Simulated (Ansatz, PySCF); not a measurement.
Cd(NH2)(SeH) (CdH3NSe), SMILES [Cd]([NH2])[SeH].

Geometry: B3LYP-D3(BJ)/def2-SVP. The structure was generated by enumeration; whether it is a known compound was not checked. The def2 effective core potentials stand for the cores of Cd; spin–orbit coupling is left out. Other conformers were not sampled.

Vertical ionisation energy (IE) and electron affinity (EA) in eV. Rows of orbital energies are one-electron estimates. Where ΔSCF, EOM or ADC give a negative EA the extra electron is unbound and the value depends on the basis.

| level | IE | EA |
|---|---|---|
| −ε(HOMO), −ε(LUMO), B3LYP/def2-TZVPD (PySCF) | 6.63 | 1.57 |
| −ε(HOMO), −ε(LUMO), PBE/def2-TZVPD (PySCF) | 5.76 | 2.05 |
| ΔSCF, CAM-B3LYP/def2-SVPD (Ansatz), final states of multiplicity 2 and 2 | 9.07 | -0.23 |
| ΔSCF, PBE/def2-SVPD (Ansatz), final states of multiplicity 2 and 2 | 8.50 | -0.15 |

Q: What vertical singlet–triplet gap does ΔSCF give with CAM-B3LYP/def2-SVPD (Ansatz, a first-principles code) and with PBE/def2-SVPD (Ansatz)? (An estimate is asked for; the answer gives what the named calculation found.)

A: 4.19 and 3.63 eV (triplet above singlet where positive).
